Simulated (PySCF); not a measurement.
# UHF on C (carbon, neutral)

Configuration: [He] 2s1 2p2 3d1, one real determinant (an excited configuration). Calculation: PySCF 2.14, in dyall-av3z (15s9p3d2f, 71 functions); scalar relativity by spin-free X2C-1e.

| Item | Value |
| --- | --- |
| Total energy | -37.133549 hartree |
| One-electron energy | -48.5975 hartree |
| Hartree (Coulomb) energy | 16.5034 hartree |
| Exchange energy | -5.0394 hartree |
| ⟨S²⟩ | 6.0000 |
| ⟨L²⟩ | 7.989 |
| Sum of ⟨r⟩ | 9.088 bohr |
| Sum of ⟨r²⟩ | 26.64 bohr² |
| Traceless quadrupole moment −½Σ⟨3z² − r²⟩ along its main axis | -3.37 e·bohr² |
| Langevin diamagnetic susceptibility | -21.1 ×10⁻⁶ cm³/mol |

```csv
shell,electrons,mean orbital energy (eV),"rms radius, mean of both spins (bohr)"
1s α,1,-317.49,0.312
1s β,1,-314.29,0.312
2s α,1,-29.746,1.58
2p α,2,-19.080,1.65
3d α,1,1.181,4.30
```

⟨L²⟩ = 7.99 against 12 for a pure F term, so this real determinant mixes terms. The outer electron is Rydberg-like, and this basis confines it to a smaller radius and binds it less than a complete one would. At UHF the highest occupied level has a positive energy, so only the finite basis holds that electron; for this excited configuration the basis is too tight for the outer shell.

Spin-orbit constants ζ (cm⁻¹) from the X2C one-electron operator on these orbitals: bare nucleus, nucleus screened by l(l+1)(2l+1)/3 electrons, and screened by the Breit-Pauli mean field of the electrons.

| shell | bare | screened nucleus | mean field |
| --- | --- | --- | --- |
| 2p | 75.86 | 50.57 | 41.21 |
| 3d | 1.003 | 0.1672 | 0.1051 |

To first order the Landé constant is A = 3.452 cm⁻¹, so the lowest level has J = 1 and lies 0.00342 eV below the centre of the term. This holds in LS coupling only.
